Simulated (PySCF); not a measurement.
CdH4Si, SMILES [SiH3][CdH].

Geometry optimised at B3LYP-D3(BJ)/def2-TZVP. The def2 effective core potentials stand for the cores of Cd; spin–orbit coupling is left out.

Vertical ionisation energy (IE) and electron affinity (EA) in eV. Rows of orbital energies are one-electron estimates. Where ΔSCF, EOM or ADC give a negative EA the extra electron is unbound and the value depends on the basis.

| level | IE | EA |
|---|---|---|
| −ε(HOMO), −ε(LUMO), ωB97X/def2-TZVPD (PySCF) | 9.31 | -0.61 |
| −ε(HOMO), −ε(LUMO), B3LYP/def2-TZVPD (PySCF) | 6.95 | 1.34 |
